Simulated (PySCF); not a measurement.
## Radial density of Ir (iridium, neutral)

UHF, [Xe] 4f14 5d6 6s2 7s1, high-spin 6D determinant (an excited configuration). All numbers are calculated (PySCF 2.14, a scalar-relativistic core potential, in aug-cc-pwCVTZ-PP with ECP60MDF). This is the valence pseudo-density: the core potential removes the inner electrons and smooths the orbitals near the nucleus.

```json
{"r (bohr)": "0.134", "4πr²ρ (e/bohr)": "3.108e-05", "4πr²(ρα − ρβ)": "0.0000"}
{"r (bohr)": "0.225", "4πr²ρ (e/bohr)": "0.001155", "4πr²(ρα − ρβ)": "0.0002"}
{"r (bohr)": "0.379", "4πr²ρ (e/bohr)": "0.1114", "4πr²(ρα − ρβ)": "0.0096"}
{"r (bohr)": "0.638", "4πr²ρ (e/bohr)": "4.872", "4πr²(ρα − ρβ)": "0.3853"}
{"r (bohr)": "1.07", "4πr²ρ (e/bohr)": "13.70", "4πr²(ρα − ρβ)": "2.8115"}
{"r (bohr)": "1.80", "4πr²ρ (e/bohr)": "5.115", "4πr²(ρα − ρβ)": "2.1845"}
{"r (bohr)": "3.04", "4πr²ρ (e/bohr)": "1.106", "4πr²(ρα − ρβ)": "0.2069"}
{"r (bohr)": "5.11", "4πr²ρ (e/bohr)": "0.1566", "4πr²(ρα − ρβ)": "0.0655"}
{"r (bohr)": "8.59", "4πr²ρ (e/bohr)": "0.1568", "4πr²(ρα − ρβ)": "0.1563"}
{"r (bohr)": "14.4", "4πr²ρ (e/bohr)": "0.008085", "4πr²(ρα − ρβ)": "0.0081"}
```

Energies and moments cover only the electrons outside the core potential. Spin-orbit coupling, absent here, splits the open shell strongly. The outer electron is Rydberg-like, and this basis confines it to a smaller radius and binds it less than a complete one would.
